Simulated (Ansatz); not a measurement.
Molecule: CH$_{5}$O$_{3}$Si, charge -1, multiplicity 1. It need not be the lowest isomer of its formula. Whether it binds its extra electron was not tested at this geometry. 
Geometry from a B3LYP-D3(BJ)/def2-TZVP (Ansatz, an electronic-structure program) optimisation:
SMILES: C[Si]([O-])(O)O
```xyz
10

Si     0.0671    -0.1100    -0.0678
C     -1.7994     0.2067     0.0128
O      0.5960    -1.3520    -0.8500
O      0.6519     1.3686    -0.6768
O      0.4973    -0.1180     1.5795
H     -2.3126    -0.6356     0.4849
H     -2.2114     0.3373    -0.9915
H     -2.0244     1.1082     0.5915
H      1.3253     1.1445    -1.3262
H      1.1184    -0.8440     1.6917
```
Charge -1, spin multiplicity 1.

Parts of the frozen-core correlation energy in cc-pV(T+d)Z (Ansatz, hartree). Frozen orbitals: 9; correlated occupied orbitals by spin: 16 and 16; virtual: 204 and 204. No spin-orbit coupling. Non-relativistic.

```tsv
term	value
reference (HF)	-554.59844
MP2 opposite-spin	-0.77716
MP2 same-spin	-0.26040
CCSD correlation	-1.05465
(T)	-0.03973
T1 diagnostic	0.013
largest doubles amplitude	0.019
```
